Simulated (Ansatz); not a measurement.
Mulliken charges of `[OH][AlH][CH2][GaH2]` from ωB97M-V/def2-TZVPP in Ansatz (PBE0-D4/def2-TZVP geometry).

| atom | x (Å) | y (Å) | z (Å) | charge (e) |
| --- | --- | --- | --- | --- |
| O1 | -0.685 | 1.012 | -0.860 | -0.355 |
| Al2 | -1.309 | -0.506 | -0.286 | 0.506 |
| C3 | 0.236 | -1.069 | 0.693 | -0.544 |
| Ga4 | 1.249 | 0.600 | 0.209 | 0.208 |
| H5 | -1.028 | 1.721 | -1.401 | 0.161 |
| H6 | -2.780 | -0.928 | -0.684 | -0.083 |
| H7 | 0.703 | -1.982 | 0.316 | 0.118 |
| H8 | 0.076 | -1.182 | 1.768 | 0.118 |
| H9 | 1.281 | 1.788 | 1.243 | -0.065 |
| H10 | 2.257 | 0.546 | -1.000 | -0.065 |

By hand: the dipole of these point charges (1 e Å = 4.8032 D).

Σ q r = (-0.361, -0.080, -0.112) e Å, of length 0.386 e Å = 1.85 D.

How does the dipole of the full density compare? (Best estimate.)

Computed: (-0.532, -0.038, -0.210) e Å, 2.75 D; the point charges give 0.67 times that, at 9° from its direction.

Point charges leave out the atoms' own dipoles, such as those of lone pairs, and Mulliken's split depends on the basis, so the two needn't agree.
